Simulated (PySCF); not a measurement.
Bond curve of BaS

Set-up: Ba x2c-SVPall, S x2c-SVPall; spin-free X2C with a Gaussian nucleus (PySCF 2.14). Energies in eV from Ba + S in their ground configurations at the same level. State: ¹Σ⁺ (singlet), closed shell.

Curves on a restricted Hartree–Fock reference rise too fast on stretching and do not dissociate correctly.

```tsv
R (Å)	RHF-MP2	RHF-CCSD(T)
2.163	-1.965	
2.264	-2.750	-2.484
2.364	-3.203	-2.961
2.440	-3.378	-3.154
2.515	-3.445	-3.239
2.591	-3.429	-3.241
2.691	-3.311	-3.149
2.817	-3.061	-2.937
2.968	-2.687	-2.614
3.169	-2.170
```

Problem. Put a parabola through the three lowest points of the RHF-MP2 curve and estimate Re, k and ωe (reduced mass 25.95 u; 1 eV/Å² = 0.16022 mdyn/Å; ωe = 1302.8·√(k/μ) cm⁻¹).

Solution. Through R = 2.44, 2.515, 2.591 Å the second-order coefficient is 7.31 eV/Å², so Re ≈ 2.539 Å, k ≈ 2.34 mdyn/Å and ωe ≈ 391 cm⁻¹. A polynomial fit of higher order to the unrounded RHF-MP2 energies gives Re = 2.535 Å, k = 2.18 mdyn/Å, ωe = 378 cm⁻¹; anharmonicity and rounding make the difference.

The higher-order fit for each curve: RHF-MP2: Re = 2.535 Å, ωe = 378 cm⁻¹, De = 3.45 eV; RHF-CCSD(T): Re = 2.554 Å, ωe = 363 cm⁻¹, De = 3.25 eV.

Correlated steps freeze 23 core orbitals. Correlated levels converge slowly with the basis: in double zeta they bind strong bonds too weakly, by up to about 1 eV, and carry superposition errors of some tenths. These are scalar-relativistic numbers at best; spin–orbit coupling would shift them, the dissociation energy most. Where the molecule has an RHF reference, its open-shell atoms are computed with UHF. The CCSD T1 diagnostic is raised, a sign that a single reference may not be enough here.
